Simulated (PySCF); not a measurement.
Geometry (Å), atoms numbered from 1 in this order:
```xyz
16

C    -1.764   -0.025   -1.354
C    -1.504    0.094   -0.053
C    -1.997    1.209    0.668
N    -2.386    2.105    1.268
C    -0.678   -0.871    0.740
Si    1.086   -0.188    1.023
C     1.892   -0.086   -0.719
O     1.502   -0.625   -1.724
O     2.991    0.675   -0.702
H    -1.384   -0.857   -1.921
H    -2.349    0.707   -1.886
H    -1.156   -1.062    1.702
H    -0.620   -1.816    0.197
H     1.869   -1.130    1.827
H     1.087    1.159    1.587
H     3.403    0.721   -1.584
```

Calculated, not measured (PySCF): geometry: GFN2-xTB, shielding tensors at PBE0/pcSseg-1 (GIAO). Non-relativistic Hamiltonian, equivalent nuclei averaged, no solvent model, single conformer.

References, each an isolated molecule treated in the same way: TMS for 13C (σ = 186.93 ppm), 1H (σ = 31.72 ppm), 29Si (σ = 349.16 ppm); 15N (σ = 267.73 ppm) vs NH3; 17O (σ = 336.08 ppm) vs H2O.

```tsv
atoms	nucleus	count	δ (ppm)
C7	13C	1	184.3
H16	1H	1	?
C5	13C	1	22.3
H14/H15	1H	2	4.58
H12/H13	1H	2	2.13
H11	1H	1	6.25
N4	15N	1	?
O9	17O	1	241.5
C3	13C	1	?
Si6	29Si	1	?
H10	1H	1	6.42
O8	17O	1	508.7
C1	13C	1	142.2
C2	13C	1	123.6
```

Q: Fill in the missing shifts.

A: 
- C3: 124.0 ppm, nitrile carbon; typical of a nitrile
- H16: 6.87 ppm, hydrogen on an acid hydroxyl oxygen; exchangeable; this is the value without hydrogen bonding to other molecules
- N4: 315.2 ppm, nitrile nitrogen
- Si6: -59.1 ppm, silicon bonded to 2 C, 2 H

The OH or NH signal is concentration- and solvent-dependent in practice; the value given is the gas-phase one. Shifts are as computed. Against solution values, carbons near 30 ppm lie about +3 ppm off and those near 130 ppm about +5 ppm. Of 1211 compounds with measured shifts, 218 miss one by over three times the rms of a fit or turn the order of signals round; such compounds aren't used in these exercises. In solution the two oxygens of a carboxylic acid exchange roles by proton transfer and give one 17O line. Hydrogen bonding in solution shields acid and N–H amide carbonyl oxygens by tens of ppm. The C=O carbon of an acid or of an amide with N–H lies up to 10 ppm further downfield in solution, through hydrogen bonding that the calculation lacks. Unscaled 17O shifts of doubly bonded oxygen tend to come out too high, by tens of ppm or more. Experimental scales use liquid or dissolved standards, which lie at an offset from isolated NH3 (liquid NH3: subtract about 20 ppm) and H2O (liquid H2O: subtract about 36 ppm). Unscaled 15N shifts of sp2 nitrogen come out 20 to 40 ppm too high even then.
